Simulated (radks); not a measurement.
Neutral rubidium inside a hard spherical wall (all orbitals vanish at R), configuration held at [Kr] 5s1 and not refilled when levels cross. All-electron calculation, scalar-relativistic Kohn-Sham, PBE, spin-unpolarised, spherical densities, point nucleus. Program: a radial shooting solver on a logarithmic mesh with Libxc functionals. Eigenvalues in eV, with the zero of energy where the potential of the charges vanishes at infinity; a dash marks a level that is unbound or too diffuse for the functional's potential to be trusted. A positive occupied level is held by the wall or, in an anion where self-interaction has pushed it up, behind a barrier. The pressure on the wall is -dE/dV.

| R (bohr) | E (hartree) | kinetic (hartree) | e(3d) | e(4s) | e(4p) | e(5s) | e(5p, empty) | e(6s, empty) | pressure (GPa) |
|---|---|---|---|---|---|---|---|---|---|
| free | -2981.19647 | 3053.239 | -103.96 | -31.894 | -15.964 | -2.232 | -0.749 | - | 0 |
| 20 | -2981.19647 | 3053.239 | -103.96 | -31.893 | -15.963 | -2.231 | -0.742 | 0.112 | < 0.0001 |
| 15 | -2981.19630 | 3053.240 | -103.94 | -31.870 | -15.941 | -2.215 | -0.672 | 0.683 | 0.00132 |
| 10 | -2981.19028 | 3053.274 | -103.58 | -31.522 | -15.600 | -1.880 | 0.072 | 3.802 | 0.1000 |
| 5 | -2980.95803 | 3054.081 | -100.38 | -28.659 | -12.866 | 5.446 | 11.250 | 35.228 | 20.3 |
| 4 | -2980.53316 | 3055.650 | -96.625 | -25.798 | -9.991 | 15.727 | 24.590 | 67.358 | 112 |
| 3.5 | -2979.96102 | 3057.772 | -92.400 | -22.716 | -6.683 | 27.308 | 38.531 | 98.670 | 315 |
| 3 | -2978.66961 | 3062.353 | -84.744 | -16.971 | -0.203 | 49.353 | 63.706 | 152.45 | 1010 |
| 2.5 | -2975.45097 | 3072.840 | -70.913 | -5.117 | 13.560 | 94.387 | 112.81 | 252.60 | 3780 |
| 2 | -2966.36739 | 3099.550 | -45.508 | 23.707 | 46.774 | 196.12 | 219.37 | 461.11 | 17800 |
| 1.5 | -2934.97309 | 3184.465 | 9.009 | 115.56 | 147.66 | 469.41 | 494.62 | 977.93 | 122000 |
